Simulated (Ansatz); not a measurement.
Ansatz (a program for electronic structure) input:

Ansatz 0.2 input:
```yaml
crystal:
  periodic: [false, false, false]
  atoms:
    - {symbol: C, position_ang: [-1.88116160, -1.18629398, 0.06791425]}
    - {symbol: C, position_ang: [-0.91280781, -0.33881298, 0.88856773]}
    - {symbol: C, position_ang: [0.06372466, 0.55210195, 0.08570421]}
    - {symbol: C, position_ang: [0.96078474, 1.26635912, 1.04433622]}
    - {symbol: C, position_ang: [-0.72787585, 1.61180509, -0.71782299]}
    - {symbol: C, position_ang: [0.91110925, -0.26735458, -0.91632325]}
    - {symbol: C, position_ang: [1.72354987, -1.40428395, -0.30412126]}
    - {symbol: H, position_ang: [-2.53149025, -1.76365143, 0.72749209]}
    - {symbol: H, position_ang: [-2.52266539, -0.57442132, -0.56781796]}
    - {symbol: H, position_ang: [-1.35644545, -1.89547074, -0.57437710]}
    - {symbol: H, position_ang: [-1.48405685, 0.31473242, 1.55514965]}
    - {symbol: H, position_ang: [-0.32839683, -0.99243672, 1.54044760]}
    - {symbol: H, position_ang: [1.87542946, 1.72965609, 0.69594745]}
    - {symbol: H, position_ang: [0.64264743, 1.47462121, 2.05744559]}
    - {symbol: H, position_ang: [-0.04504396, 2.28665965, -1.23651415]}
    - {symbol: H, position_ang: [-1.36583023, 1.14053714, -1.46855325]}
    - {symbol: H, position_ang: [-1.35796377, 2.21021108, -0.05758519]}
    - {symbol: H, position_ang: [0.25386228, -0.66357047, -1.69466633]}
    - {symbol: H, position_ang: [1.58814539, 0.42799285, -1.42208092]}
    - {symbol: H, position_ang: [2.36941726, -1.03988493, 0.49710279]}
    - {symbol: H, position_ang: [1.08176641, -2.18025874, 0.11630657]}
    - {symbol: H, position_ang: [2.35668502, -1.87584006, -1.05782646]}
basis:
  gaussian:
    orbitals: aug-cc-pVDZ
magnetization: {spin_polarized: true, initial_magnetization: 1}
correlation: {method: ccsd_t, electrons: outside_noble_gas}
output: {forces: true}
```

Problem. What final total energy does it print?

Solution. -274.96361 Eh (CCSD(T)/aug-cc-pVDZ). The basis has 296 functions.

It need not be the lowest isomer of its formula.
